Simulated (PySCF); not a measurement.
## Electronic absorption of C5H7F3O

Compound: C5H7F3O.
SMILES: `FC[C@@H]1CO[C@@H]1C(F)F`

Theory: PySCF 2.14.0, density-fitted response routines, TDDFT B3LYP/def2-SVPD, vertical, gas phase, core orbitals frozen in the response. The structure is a single GFN2-xTB conformer in the gas phase; no vibrational or solvent corrections. Torsions of this conformer, `[F:1][CH2:2][C@@H:3]1[CH2:4][O:5][C@@H:6]1[CH:7]([F:8])[F:9]`: F1–C2–C3–C4 -89°, O5–C6–C7–F8 179°.

**Question.** Predict the UV-vis stick spectrum at this level.

**Answer.** 

```csv
state,E (eV),ν̃ (cm⁻¹),f,"main configurations (H = HOMO, L = LUMO)"
S1,6.94,55940,0.0005,H→L+1 (86%)
S2,7.08,57130,0.011,"H→L (90%), H→L+1 (9%)"
S3,7.55,60900,0.0052,H→L+2 (94%)
S4,7.84,63260,0.013,H→L+3 (98%)
S5,8.25,66570,0.0071,"H-1→L+1 (64%), H-1→L (26%)"
S6,8.32,67120,0.0075,"H-1→L (44%), H→L+4 (39%), H→L+5 (10%)"
S7,8.32,67130,0.0051,"H→L+4 (40%), H-1→L+1 (29%), H-1→L (26%)"
S8,8.45,68130,0.0019,"H→L+5 (82%), H→L+4 (11%)"
```

Triplets, Tamm–Dancoff:

| state | E (eV) | λ (nm) | main configurations (H = HOMO, L = LUMO) |
| --- | --- | --- | --- |
| T1 | 6.57 | 188.7 | H→L+1 (71%), H→L (16%) |
| T2 | 6.94 | 178.5 | H→L (77%), H→L+1 (20%) |
| T3 | 7.42 | 167.1 | H→L+2 (91%) |

The lowest singlet lies at 6.94 eV (179 nm, vacuum ultraviolet) and is very weak; its leading configuration is HOMO→LUMO+1 (86%). The strongest level in the table is S4 at 7.84 eV (158 nm, f = 0.013). S6/S7 lie within about 0.01 eV of each other. Löwdin shares by element: HOMO oxygen 55%, carbon 24% or more (atoms not listed hold the other 22%); LUMO carbon 30% or more, hydrogen 9% or more (atoms not listed hold the other 61%). Weighted by f, the mean energy of these states is 7.83 eV. Orbital energies (eV): HOMO-3 -9.74, HOMO-2 -9.37, HOMO-1 -8.98, HOMO -7.76, LUMO 0.23, LUMO+1 0.35, LUMO+2 0.72. The listed states span 1.51 eV, and the widest gap between neighbours is 0.47 eV (S2 to S3). Only the lowest 8 singlets were computed, as vertical energies without vibronic structure.

Time: 1.8 min; peak memory 0.96 GiB. Hardware: Arm Neoverse N1, one thread, no GPU, shared host with 64 logical CPUs at a one-minute load of 57.
